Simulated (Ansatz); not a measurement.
Relaxation of AlCl3H3InO (9 atoms, charge 0, multiplicity 1), to a largest force component of 0.03 eV/Å in at most 50 steps.

All numbers below come from RKS LDA/def2-SVP in Ansatz.

```xyz
9
Properties=species:S:1:pos:R:3
In 0.412 0.057 -0.078
Cl -0.214 0.400 2.218
Cl 2.211 0.975 -1.171
Cl -1.219 -1.118 -1.344
O 0.063 -2.774 1.284
Al -0.997 -3.316 0.012
H -0.190 -4.136 -1.094
H -2.564 -3.460 0.309
H -0.215 -2.165 2.016
```

Where does it end, and by what steps?

It converged. After 12 steps the energy has fallen by 1.270 eV; Cl3 moved furthest, 0.77 Å. Joined: In1–O5 (3.16 → 2.13 Å).

| step | energy less start (eV) | largest force component (eV/Å) | accepted |
| --- | --- | --- | --- |
| 0 | 0.0000 | 1.345 | yes |
| 1 | -0.3344 | 1.168 | yes |
| 2 | -0.7170 | 1.310 | yes |
| 3 | -0.9986 | 1.337 | yes |
| 4 | -1.1737 | 0.543 | yes |
| 5 | -1.2267 | 0.429 | yes |
| 6 | -1.2513 | 0.404 | yes |
| 7 | -1.2641 | 0.274 | yes |
| 8 | -1.2642 | 0.143 | yes |
| 9 | -1.2687 | 0.046 | yes |
| 10 | -1.2694 | 0.034 | yes |
| 11 | -1.2696 | 0.085 | yes |
| 12 | -1.2699 | 0.014 | yes |

```xyz
9
Properties=species:S:1:pos:R:3
In 0.295 -0.243 0.302
Cl -0.589 0.965 2.065
Cl 2.241 0.301 -0.807
Cl -1.428 -1.107 -1.271
O 0.195 -2.290 0.902
Al -0.998 -3.147 -0.221
H -0.253 -4.031 -1.313
H -2.285 -3.564 0.627
H 0.111 -2.420 1.868
```

Whether the end is a true minimum wasn't checked by a vibrational analysis.

Time of the run: 15 s on 4 threads of Arm Neoverse V2 (shared host), peak memory 0.2 GiB.
